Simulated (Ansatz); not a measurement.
Geometry optimisation, RKS B3LYP-D4/6-31G in Ansatz 0.2.0.

Input:

```yaml
crystal:
  periodic: [false, false, false]
  atoms:
    - { symbol: Si, position_ang: [0.0, 0.0, 0.0] }
    - { symbol: O, position_ang: [0.0, 0.0, 1.68] }
    - { symbol: H, position_ang: [-0.9095, -0.2814, 2.0171] }
    - { symbol: O, position_ang: [1.5842, 0.0, -0.5594] }
    - { symbol: H, position_ang: [1.9006, -0.9521, -0.6761] }
    - { symbol: O, position_ang: [-0.7913, 1.3709, -0.5594] }
    - { symbol: H, position_ang: [-1.7491, 1.1401, -0.7818] }
    - { symbol: O, position_ang: [-0.7913, -1.3709, -0.5594] }
    - { symbol: H, position_ang: [-1.2459, -1.8365, 0.2129] }
basis:
  gaussian: { orbitals: "6-31G" }
hamiltonian:
  xc: b3lyp
  dispersion: d4
relax:
  f_tol: 0.02
  max_steps: 40
```

Launched with:

```bash
$ ansatz run input.yaml --threads 1 --pin off --max-ram 2048MiB --backend cpu --events-out ev --progress --plain --runs-dir out
```

Problem. Where does it end, and by what steps?

Solution. The forces met the threshold. The force dipped under the threshold on the way, but the program's further checks kept it going. Limits of this set-up: no polarisation functions. After 10 steps the energy has fallen by 0.963 eV; H3 moved furthest, 0.93 Å.

```
step  energy less start (eV)  largest force component (eV/Å)  accepted
   0                  0.0000                           2.084       yes
   1                 -0.4082                           1.373       yes
   2                 -0.6321                           0.468       yes
   3                 -0.7504                           0.422       yes
   4                 -0.8328                           0.212       yes
   5                 -0.9009                           0.271       yes
   6                 -0.9511                           0.220       yes
   7                 -0.9627                           0.019       yes
   8                 -0.9623                           0.163        no
   9                 -0.9630                           0.073       yes
  10                 -0.9633                           0.002       yes
```

```xyz
9
Properties=species:S:1:pos:R:3
Si -0.221 -0.214 0.086
O -0.305 -0.345 1.773
H -0.412 0.420 2.358
O 1.300 0.084 -0.595
H 1.928 -0.620 -0.815
O -1.176 1.125 -0.316
H -1.063 1.631 -1.135
O -0.705 -1.721 -0.516
H -1.348 -2.290 -0.066
```

Whether the end is a true minimum wasn't checked by a vibrational analysis.

The run took 35 s on 1 thread of Arm Neoverse V1, on a shared host, peak memory 0.12 GiB.
